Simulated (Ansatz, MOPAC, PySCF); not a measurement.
Noncovalent pair: NH3 (SMILES N) (first 4 atoms) with H2S (SMILES S); geometry from B3LYP-D3(BJ)/def2-TZVP, rigid monomers moved along the line of their centres of mass till N1···H7 is 1.94 Å.
(charge 0, multiplicity 1):
```xyz
7

N      0.00620     0.16352     0.32505
H     -0.77721    -0.46071     0.17009
H     -0.19303     1.03169    -0.15879
H      0.82113    -0.25261    -0.11111
S      0.62767     0.77419     3.50106
H     -0.34359    -0.03566     3.95100
H      0.34955     0.50488     2.19969
```

Counterpoise-corrected where a basis set is named; no monomer relaxation. Rows marked so take none.

Correlated levels freeze the cores. CBS: X⁻³ extrapolation of the correlation energy, Hartree–Fock from the larger set. Rows in 3-21G, 6-31G*, STO-3G carry no dispersion term and start afresh at each structure (6-31G* with six Cartesian d functions). MP2/6-31G* freezes PySCF's default core. The state that PM6, PM7 reach isn't checked; PM7 holds dispersion and hydrogen-bond terms.

Run with Ansatz (Gaussian orbitals); MOPAC for PM6, PM7 (differences of heats of formation); PySCF for 3-21G rows, 6-31G* rows, STO-3G rows, the dispersion terms. Each number belongs to the level named beside it.

Other levels give for the interaction energy: PBE/def2-TZVPPD -158.6; B3LYP/def2-TZVPPD -87.4; B3LYP-D3(BJ)/def2-TZVPPD -143.4; wB97M-V/def2-TZVPPD -108.9; CCSD(T)/CBS(aug-cc-pV(D+d)Z, aug-cc-pV(T+d)Z) -117.9 meV.

**Question.** What do these common cheap choices give for the same quantity: PM6, PM7, HF/STO-3G (no counterpoise), HF/3-21G (no counterpoise), HF/6-31G*, B3LYP/3-21G (no counterpoise), MP2/6-31G*, MP2/6-31G* (no counterpoise)?

**Answer.** PM6 -160.1; PM7 -153.5; HF/STO-3G (no counterpoise) -48.5; HF/3-21G (no counterpoise) -300.5; HF/6-31G* -40.5; B3LYP/3-21G (no counterpoise) -488.0; MP2/6-31G* -114.8; MP2/6-31G* (no counterpoise) -207.0 meV. They span -488.0 to -40.5 meV.

Ansatz is a program for electronic structure.
